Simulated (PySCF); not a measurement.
```xyz
3
charge 0 multiplicity 5, angstrom
W    -0.1672    0.0000   -0.1681
F    -1.9537    0.0000    0.4129
Cl    1.9428    0.0000    0.6732
```

All numbers come from PySCF, UPBE0, basis W def2-TZVP with ECP60, F def2-TZVP, Cl def2-TZVP (scalar-relativistic core potentials, no spin–orbit coupling, density fitting).

This geometry of WFCl is a stationary point at this level.

(1) What is the point group?

(2) Is it a minimum?

(3) Give the ideal-gas entropy at 298.15 K and 1 bar by parts.

(4) What is the atomisation energy, with and without zero-point energy?

## Answers

(1) Cs.

(2) Yes: all harmonic wavenumbers are real.

(3) translation 177.1, rotation 105.5, vibration 20.7, spin 13.4; total 316.7 J/(mol K).

(4) 986 kJ/mol without, 980 kJ/mol with.

Other isomers or separated fragments may lie lower. Open d and f shells are described by one determinant, and the ground state may have another occupation or spin. No spin–orbit coupling is included, which matters more the heavier the element.
